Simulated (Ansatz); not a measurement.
Ansatz (a quantum-chemistry and plane-wave program) input for Ge(F)(OH)(NH2)2 (FGeH5N2O), SMILES [NH2][Ge]([NH2])([OH])[F], PBE-D3(BJ)/def2-SVP. 

Ansatz 0.2 input:
```yaml
crystal:
  periodic: [false, false, false]
  atoms:
    - {symbol: N, position_ang: [-1.21236051, -1.29089648, -0.39959250]}
    - {symbol: Ge, position_ang: [0.00305886, -0.00672044, 0.01534258]}
    - {symbol: N, position_ang: [1.48340566, -0.58485480, 0.88490177]}
    - {symbol: O, position_ang: [-0.66917040, 1.24599929, 1.06277716]}
    - {symbol: F, position_ang: [0.36806360, 0.72396261, -1.53591438]}
    - {symbol: H, position_ang: [-1.34175019, -1.44454855, -1.39690598]}
    - {symbol: H, position_ang: [-1.08443462, -2.17761753, 0.08194344]}
    - {symbol: H, position_ang: [2.21959640, -0.95936207, 0.29045328]}
    - {symbol: H, position_ang: [1.87590773, 0.10903891, 1.51889854]}
    - {symbol: H, position_ang: [-1.62372817, 1.33414451, 0.93849545]}
basis:
  gaussian:
    orbitals: def2-SVP
hamiltonian:
  xc: pbe
  dispersion: d3bj
relax: {f_tol: 0.002, max_steps: 200}
```

Log of the run:

```
WARN ansatz: RAYON_NUM_THREADS=1 ignored (pool sized by the plan → 1); use --threads N
Functional definition: PBE
integrals: 0.06 GiB planned
1276 factors; their error is unknown
mean field: 0.33 GiB planned
mean field evaluation 1: about -64297.2019 eV, gradient 1.0e2 eV
mean field evaluation 2: about -64248.7190 eV, gradient 1.8e2 eV
mean field evaluation 4: about -64315.7994 eV, gradient 1.7e1 eV
mean field evaluation 8: about -64316.2339 eV, gradient 2.7e-1 eV
mean field evaluation 16: about -64316.1594 eV, gradient 1.4e-3 eV
mean field -64316.15938734 eV, -2363.5752624262 hartree, gradient 6.9e-5 eV, S^2 0.000000; 0 other end points of the search recorded, 0 dependent functions left out
the calculation of the forces begins
reference -64316.15942212 eV, -2363.5752637043 hartree; 34, 34 occupied and 79, 79 virtual orbitals, 1276 factors
relax step   1: F+E_penalty+E_count = -64316.33774425 eV  Δ(F+E_penalty+E_count) = +0.000e0 eV  max|allowed force component| = 3.880e-1 eV/Å  Δτ_max = 0.0000 Å  (28 SCF iters, accepted)
these checks for a lower state are left out or cut short: starts, cluster_reference, orbital_swaps, neighbouring_geometries, increment
integrals: 0.06 GiB planned
1276 factors; their error is unknown
mean field: 0.33 GiB planned
mean field -64316.17256029 eV, -2363.5757465231 hartree, gradient 2.2e-5 eV, S^2 0.000000; 0 other end points of the search recorded, 0 dependent functions left out
the calculation of the forces begins
reference -64316.17259525 eV, -2363.5757478077 hartree; 34, 34 occupied and 79, 79 virtual orbitals, 1276 factors
relax step   2: F+E_penalty+E_count = -64316.35055898 eV  Δ(F+E_penalty+E_count) = -1.281e-2 eV  max|allowed force component| = 1.659e-1 eV/Å  Δτ_max = 0.0138 Å  (29 SCF iters, accepted)
these checks for a lower state are left out or cut short: starts, cluster_reference, orbital_swaps, neighbouring_geometries, increment
integrals: 0.06 GiB planned
1276 factors; their error is unknown
mean field: 0.33 GiB planned
mean field evaluation 32: about -64316.1780 eV, gradient 2.3e-5 eV
mean field -64316.17799381 eV, -2363.5759462013 hartree, gradient 2.3e-5 eV, S^2 0.000000; 0 other end points of the search recorded, 0 dependent functions left out
the calculation of the forces begins
reference -64316.17802883 eV, -2363.5759474884 hartree; 34, 34 occupied and 79, 79 virtual orbitals, 1276 factors
relax step   3: F+E_penalty+E_count = -64316.35580127 eV  Δ(F+E_penalty+E_count) = -5.242e-3 eV  max|allowed force component| = 5.875e-2 eV/Å  Δτ_max = 0.0136 Å  (29 SCF iters, accepted)
these checks for a lower state are left out or cut short: starts, cluster_reference, orbital_swaps, neighbouring_geometries, increment
integrals: 0.06 GiB planned
1276 factors; their error is unknown
mean field: 0.33 GiB planned
mean field -64316.17833305 eV, -2363.5759586682 hartree, gradient 8.6e-6 eV, S^2 0.000000; 0 other end points of the search recorded, 0 dependent functions left out
the calculation of the forces begins
reference -64316.17836809 eV, -2363.5759599557 hartree; 34, 34 occupied and 79, 79 virtual orbitals, 1276 factors
relax step   4: F+E_penalty+E_count = -64316.35640455 eV  Δ(F+E_penalty+E_count) = -6.033e-4 eV  max|allowed force component| = 9.677e-2 eV/Å  Δτ_max = 0.0544 Å  (29 SCF iters, accepted)
these checks for a lower state are left out or cut short: starts, cluster_reference, orbital_swaps, neighbouring_geometries, increment
integrals: 0.06 GiB planned
1276 factors; their error is unknown
mean field: 0.33 GiB planned
mean field -64316.17948991 eV, -2363.5760011819 hartree, gradient 2.4e-5 eV, S^2 0.000000; 0 other end points of the search recorded, 0 dependent functions left out
the calculation of the forces begins
reference -64316.17952492 eV, -2363.5760024687 hartree; 34, 34 occupied and 79, 79 virtual orbitals, 1276 factors
relax step   5: F+E_penalty+E_count = -64316.35760194 eV  Δ(F+E_penalty+E_count) = -1.197e-3 eV  max|allowed force component| = 2.235e-2 eV/Å  Δτ_max = 0.0207 Å  (29 SCF iters, accepted)
these checks for a lower state are left out or cut short: starts, cluster_reference, orbital_swaps, neighbouring_geometries, increment
integrals: 0.06 GiB planned
1276 factors; their error is unknown
mean field: 0.33 GiB planned
mean field -64316.17965996 eV, -2363.5760074311 hartree, gradient 2.3e-5 eV, S^2 0.000000; 0 other end points of the search recorded, 0 dependent functions left out
the calculation of the forces begins
reference -64316.17969499 eV, -2363.5760087184 hartree; 34, 34 occupied and 79, 79 virtual orbitals, 1276 factors
relax step   6: F+E_penalty+E_count = -64316.35777044 eV  Δ(F+E_penalty+E_count) = -1.685e-4 eV  max|allowed force component| = 1.148e-2 eV/Å  Δτ_max = 0.0076 Å  (30 SCF iters, accepted)
these checks for a lower state are left out or cut short: starts, cluster_reference, orbital_swaps, neighbouring_geometries, increment
integrals: 0.06 GiB planned
1276 factors; their error is unknown
mean field: 0.33 GiB planned
mean field -64316.17970236 eV, -2363.5760089892 hartree, gradient 2.3e-5 eV, S^2 0.000000; 0 other end points of the search recorded, 0 dependent functions left out
the calculation of the forces begins
reference -64316.17973744 eV, -2363.5760102784 hartree; 34, 34 occupied and 79, 79 virtual orbitals, 1276 factors
relax step   7: F+E_penalty+E_count = -64316.35784910 eV  Δ(F+E_penalty+E_count) = -7.866e-5 eV  max|allowed force component| = 3.065e-2 eV/Å  Δτ_max = 0.0187 Å  (29 SCF iters, accepted)
these checks for a lower state are left out or cut short: starts, cluster_reference, orbital_swaps, neighbouring_geometries, increment
integrals: 0.06 GiB planned
1276 factors; their error is unknown
mean field: 0.33 GiB planned
mean field evaluation 64: about -64316.1797 eV, gradient 1.8e-1 eV
mean field -64316.17979319 eV, -2363.5760123274 hartree, gradient 2.3e-5 eV, S^2 0.000000; 0 other end points of the search recorded, 0 dependent functions left out
the calculation of the forces begins
reference -64316.17982829 eV, -2363.5760136171 hartree; 34, 34 occupied and 79, 79 virtual orbitals, 1276 factors
relax step   8: F+E_penalty+E_count = -64316.35793465 eV  Δ(F+E_penalty+E_count) = -8.555e-5 eV  max|allowed force component| = 5.866e-3 eV/Å  Δτ_max = 0.0058 Å  (30 SCF iters, accepted)
these checks for a lower state are left out or cut short: starts, cluster_reference, orbital_swaps, neighbouring_geometries, increment
integrals: 0.06 GiB planned
1276 factors; their error is unknown
mean field: 0.33 GiB planned
mean field -64316.17980682 eV, -2363.5760128280 hartree, gradient 2.4e-5 eV, S^2 0.000000; 0 other end points of the search recorded, 0 dependent functions left out
the calculation of the forces begins
reference -64316.17984192 eV, -2363.5760141181 hartree; 34, 34 occupied and 79, 79 virtual orbitals, 1276 factors
relax step   9: F+E_penalty+E_count = -64316.35796421 eV  Δ(F+E_penalty+E_count) = -2.956e-5 eV  max|allowed force component| = 6.778e-3 eV/Å  Δτ_max = 0.0072 Å  (30 SCF iters, accepted)
these checks for a lower state are left out or cut short: starts, cluster_reference, orbital_swaps, neighbouring_geometries, increment
integrals: 0.06 GiB planned
1276 factors; their error is unknown
mean field: 0.33 GiB planned
mean field -64316.17981360 eV, -2363.5760130772 hartree, gradient 2.4e-5 eV, S^2 0.000000; 0 other end points of the search recorded, 0 dependent functions left out
the calculation of the forces begins
reference -64316.17984872 eV, -2363.5760143681 hartree; 34, 34 occupied and 79, 79 virtual orbitals, 1276 factors
relax step  10: F+E_penalty+E_count = -64316.35799131 eV  Δ(F+E_penalty+E_count) = -2.710e-5 eV  max|allowed force component| = 6.071e-3 eV/Å  Δτ_max = 0.0113 Å  (29 SCF iters, accepted)
these checks for a lower state are left out or cut short: starts, cluster_reference, orbital_swaps, neighbouring_geometries, increment
integrals: 0.06 GiB planned
1276 factors; their error is unknown
mean field: 0.33 GiB planned
mean field -64316.17981169 eV, -2363.5760130073 hartree, gradient 2.4e-5 eV, S^2 0.000000; 0 other end points of the search recorded, 0 dependent functions left out
the calculation of the forces begins
reference -64316.17984683 eV, -2363.5760142984 hartree; 34, 34 occupied and 79, 79 virtual orbitals, 1276 factors
relax step  11: F+E_penalty+E_count = -64316.35799881 eV  Δ(F+E_penalty+E_count) = -7.501e-6 eV  max|allowed force component| = 3.435e-3 eV/Å  Δτ_max = 0.0046 Å  (30 SCF iters, accepted)
these checks for a lower state are left out or cut short: starts, cluster_reference, orbital_swaps, neighbouring_geometries, increment
integrals: 0.06 GiB planned
1276 factors; their error is unknown
mean field: 0.33 GiB planned
mean field -64316.17981193 eV, -2363.5760130158 hartree, gradient 8.4e-6 eV, S^2 0.000000; 0 other end points of the search recorded, 0 dependent functions left out
the calculation of the forces begins
reference -64316.17984706 eV, -2363.5760143071 hartree; 34, 34 occupied and 79, 79 virtual orbitals, 1276 factors
relax step  12: F+E_penalty+E_count = -64316.35799994 eV  Δ(F+E_penalty+E_count) = -1.134e-6 eV  max|allowed force component| = 1.999e-3 eV/Å  Δτ_max = 0.0018 Å  (22 SCF iters, accepted)
integrals: 0.06 GiB planned
1276 factors; their error is unknown
mean field: 0.33 GiB planned
mean field evaluation 96: about -64316.2534 eV, gradient 1.8e-1 eV
mean field -64316.17981193 eV, -2363.5760130158 hartree, gradient 8.8e-6 eV, S^2 0.000000; 1 other end points of the search recorded, 0 dependent functions left out
the calculation of the forces begins
reference -64316.17984706 eV, -2363.5760143071 hartree; 34, 34 occupied and 79, 79 virtual orbitals, 1276 factors
Total energy: -64316.35803508 eV, -2363.5825625958 hartree
Atom 0 at    -1.253130    -1.277284    -0.372518 Å, force    -0.000607    -0.000470    -0.000380 eV/Å
Atom 1 at     0.008953    -0.006206     0.006440 Å, force     0.001999    -0.000510    -0.000095 eV/Å
Atom 2 at     1.481028    -0.615230     0.899022 Å, force    -0.000123     0.000714     0.000712 eV/Å
Atom 3 at    -0.657508     1.280658     1.040413 Å, force    -0.000529    -0.000795    -0.000857 eV/Å
Atom 4 at     0.407543     0.694787    -1.566642 Å, force    -0.000647     0.000237     0.000223 eV/Å
Atom 5 at    -1.382179    -1.414268    -1.381043 Å, force    -0.000024    -0.000045     0.000433 eV/Å
Atom 6 at    -1.044632    -2.181461     0.065061 Å, force    -0.000037     0.000689    -0.000221 eV/Å
Atom 7 at     2.241172    -0.909846     0.275646 Å, force    -0.000705     0.000403     0.000005 eV/Å
Atom 8 at     1.846682     0.096083     1.543615 Å, force     0.000050    -0.000460    -0.000125 eV/Å
Atom 9 at    -1.629340     1.281913     0.950406 Å, force     0.000622     0.000237     0.000305 eV/Å
Dipole moment:     0.024732    -0.406086     0.030042 e Å
```

Self-consistency was reached.

Cost: around 40 core-seconds (rough).
